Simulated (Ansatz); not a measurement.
Consider the formal hydrolysis of a Zr–N bond: `[NH2][Zr]([OH])([OH])[Cl]` + H₂O → `[OH][Zr]([OH])([OH])[Cl]` + NH₃.

Calculated with Ansatz (gas phase, PBE0-D4/def2-TZVP geometries, no zero-point term in ΔE). CCSD(T)/CBS adds triple-zeta CCSD(T) − MP2 to the extrapolated MP2 energy (def2 sets, frozen cores). This one scheme is used for every species. DFT in def2-TZVPP. HSE06 is defined as in plane-wave codes. Elements past krypton have def2 core potentials. For Zr outer-core shells are correlated without core-valence functions, which leaves a few kJ/mol of doubt a bond. Each species was taken in one conformer, which may not be the lowest.

```json
{"level": "revPBE-D4", "ΔE (kcal/mol)": "-14.7"}
{"level": "r2SCANh-D4", "ΔE (kcal/mol)": "-16.1"}
{"level": "ωB97M-V", "ΔE (kcal/mol)": "-16.2"}
{"level": "r2SCAN", "ΔE (kcal/mol)": "-16.3"}
{"level": "HSE06", "ΔE (kcal/mol)": "-15.5"}
{"level": "RPA@PBE/def2-TZVPP", "ΔE (kcal/mol)": "-15.0"}
{"level": "CCSD/def2-SVP", "ΔE (kcal/mol)": "-18.2"}
{"level": "CCSD(T)/def2-SVP", "ΔE (kcal/mol)": "-18.1"}
```

Question: What does CCSD(T)/CBS give? (Estimate.)

Answer: The calculation gave: -15.2 kcal/mol. The listed levels differ from it by 0.5, -0.9, -1.0, -1.1, -0.3, 0.2, -3.0, -2.9 kcal/mol.

Largest T1 diagnostic among the species: 0.016.

At CCSD(T), def2-SVP lies −2.9 kcal/mol from the extrapolated value and def2-TZVPP −0.3 kcal/mol. In def2-TZVPP, CCSD(T) changes the Hartree–Fock value by +2.3 kcal/mol (the triples alone add +0.3 kcal/mol) and MP2 by +2.2 kcal/mol.

CCSD(T)/CBS has its own doubt, a few kJ/mol and more with outer-core shells, so smaller differences from it don't rank the levels.
